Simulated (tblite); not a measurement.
Compound: C₇H₁₁N₃.
Atom-mapped SMILES: `[CH3:1][C:2]([CH3:3])([CH3:4])[c:5]1[cH:6][n:7][cH:8][n:9][n:10]1` (hydrogens: H11, H12, H13 on C1; H14, H15, H16 on C3; H17, H18, H19 on C4; H20 on C6; H21 on C8)

Computed with GFN2-xTB (tblite), gas phase: L-BFGS steps from a force-field or distance-geometry start until the largest atomic force falls under 0.01 eV/Å.

The end geometry, which sets the zero of energy:
```
atom  x, y, z in Å
C1     -1.2921   -0.1557    1.4048
C2     -0.7926    0.1630   -0.0102
C3     -1.3983   -0.8237   -1.0165
C4     -1.1955    1.5891   -0.3856
C5      0.7093    0.0250   -0.0381
C6      1.3685   -1.1784    0.2641
N7      2.6812   -1.2570    0.2282
C8      3.3131   -0.1342   -0.1079
N9      2.7335    1.0092   -0.3967
N10     1.4331    1.0863   -0.3615
H11    -0.8407    0.5213    2.1271
H12    -2.3717   -0.0340    1.4485
H13    -1.0512   -1.1766    1.6917
H14    -1.0218   -0.6214   -2.0169
H15    -1.1593   -1.8528   -0.7588
H16    -2.4803   -0.7169   -1.0288
H17    -2.2782    1.6870   -0.3647
H18    -0.8379    1.8336   -1.3815
H19    -0.7624    2.3008    0.3112
H20     0.8413   -2.0831    0.5372
H21     4.3930   -0.1644   -0.1462
```

Question: These geometries come from the run, each turned onto the end geometry. Order them by energy, lowest first.
A.
```
atom  x, y, z in Å
C1     -1.2870   -0.1526    1.3996
C2     -0.7848    0.1688   -0.0123
C3     -1.3924   -0.8169   -1.0154
C4     -1.2070    1.5890   -0.3860
C5      0.7152    0.0265   -0.0386
C6      1.3696   -1.1789    0.2646
N7      2.6814   -1.2624    0.2309
C8      3.3188   -0.1427   -0.1060
N9      2.7448    1.0031   -0.3957
N10     1.4443    1.0834   -0.3603
H11    -0.8338    0.5175    2.1264
H12    -2.3665   -0.0274    1.4376
H13    -1.0491   -1.1742    1.6842
H14    -1.0134   -0.6245   -2.0166
H15    -1.1580   -1.8448   -0.7533
H16    -2.4740   -0.7067   -1.0212
H17    -2.2915    1.6602   -0.3554
H18    -0.8658    1.8435   -1.3850
H19    -0.7909    2.3106    0.3101
H20     0.8327   -2.0770    0.5353
H21     4.3985   -0.1775   -0.1434
```
B.
```
atom  x, y, z in Å
C1     -1.3066   -0.1545    1.4053
C2     -0.7898    0.1675   -0.0160
C3     -1.4128   -0.8206   -1.0240
C4     -1.2399    1.5947   -0.3863
C5      0.7372    0.0544   -0.0442
C6      1.4143   -1.1658    0.2549
N7      2.7176   -1.2705    0.2261
C8      3.3846   -0.1604   -0.1020
N9      2.8076    0.9915   -0.3970
N10     1.5013    1.0929   -0.3653
H11    -0.8601    0.5129    2.1445
H12    -2.3911   -0.0286    1.4576
H13    -1.0901   -1.1781    1.7147
H14    -1.0390   -0.6380   -2.0325
H15    -1.1967   -1.8573   -0.7685
H16    -2.5000   -0.7123   -1.0299
H17    -2.3299    1.6713   -0.3559
H18    -0.9141    1.8562   -1.3929
H19    -0.8402    2.3290    0.3131
H20     0.8577   -2.0502    0.5312
H21     4.4809   -0.2167   -0.1336
```
C.
```
atom  x, y, z in Å
C1     -1.2998   -0.1545    1.4031
C2     -0.7887    0.1633   -0.0208
C3     -1.4060   -0.8228   -1.0171
C4     -1.2421    1.5934   -0.3924
C5      0.7330    0.0306   -0.0356
C6      1.3886   -1.1506    0.2508
N7      2.7370   -1.2850    0.2285
C8      3.4070   -0.1693   -0.0995
N9      2.8385    1.0054   -0.4032
N10     1.4721    1.1092   -0.3681
H11    -0.8604    0.5130    2.1472
H12    -2.3998   -0.0287    1.4602
H13    -1.0915   -1.1796    1.7174
H14    -1.0375   -0.6380   -2.0379
H15    -1.1988   -1.8551   -0.7702
H16    -2.5089   -0.7131   -1.0302
H17    -2.3330    1.6737   -0.3557
H18    -0.9154    1.8563   -1.3934
H19    -0.8396    2.3346    0.3183
H20     0.8580   -2.0490    0.5314
H21     4.4782   -0.2167   -0.1335
```
D.
```
atom  x, y, z in Å
C1     -1.2989   -0.1535    1.4035
C2     -0.7810    0.1739   -0.0111
C3     -1.4028   -0.8183   -1.0156
C4     -1.2341    1.5894   -0.3843
C5      0.7392    0.0394   -0.0449
C6      1.3922   -1.1593    0.2583
N7      2.7087   -1.2615    0.2264
C8      3.3656   -0.1582   -0.1056
N9      2.7929    0.9897   -0.3926
N10     1.4933    1.0872   -0.3648
H11    -0.8576    0.5149    2.1356
H12    -2.3781   -0.0248    1.4441
H13    -1.0812   -1.1757    1.7000
H14    -1.0403   -0.6329   -2.0241
H15    -1.1876   -1.8533   -0.7628
H16    -2.4851   -0.7037   -1.0283
H17    -2.3188    1.6586   -0.3546
H18    -0.9061    1.8525   -1.3829
H19    -0.8305    2.3198    0.3064
H20     0.8603   -2.0586    0.5307
H21     4.4410   -0.2084   -0.1343
```
E.
```
atom  x, y, z in Å
C1     -1.2858   -0.1512    1.3974
C2     -0.7753    0.1706   -0.0116
C3     -1.3906   -0.8161   -1.0090
C4     -1.2206    1.5839   -0.3822
C5      0.7273    0.0376   -0.0441
C6      1.3772   -1.1719    0.2643
N7      2.6862   -1.2659    0.2306
C8      3.3304   -0.1505   -0.1062
N9      2.7665    1.0008   -0.3936
N10     1.4649    1.0905   -0.3651
H11    -0.8469    0.5222    2.1301
H12    -2.3649   -0.0193    1.4233
H13    -1.0634   -1.1771    1.6802
H14    -1.0322   -0.6233   -2.0161
H15    -1.1698   -1.8486   -0.7510
H16    -2.4696   -0.6907   -1.0198
H17    -2.3072    1.6393   -0.3511
H18    -0.8881    1.8468   -1.3807
H19    -0.8104    2.3142    0.3074
H20     0.8542   -2.0773    0.5342
H21     4.4091   -0.1971   -0.1376
```

Answer: A (0.003 eV), E (0.011 eV), D (0.037 eV), B (0.082 eV), C (0.269 eV).

In the order of the answer:

```
step  E above end (eV)  largest force (eV/Å)  rms force component (eV/Å)  rms distance from end (Å)  rms bond change (Å)  bond most changed (Å)
  14             0.003                  0.10                       0.025                      0.015                0.001           C2–C3 -0.002
   7             0.011                  0.12                       0.045                      0.029                0.001           C6–N7 -0.003
   4             0.037                  0.33                       0.102                      0.042                0.006           C2–C5 +0.018
   1             0.082                  0.91                       0.190                      0.053                0.010           C2–C5 +0.023
   0             0.269                  2.42                       0.660                      0.057                0.022          N9–N10 +0.068
```

The cost below is that of the whole relaxation. Hardware: Arm Neoverse V1, one thread, no GPU, shared host with 32 logical CPUs at a one-minute load of 27. Cost: 0.25 s of wall time.
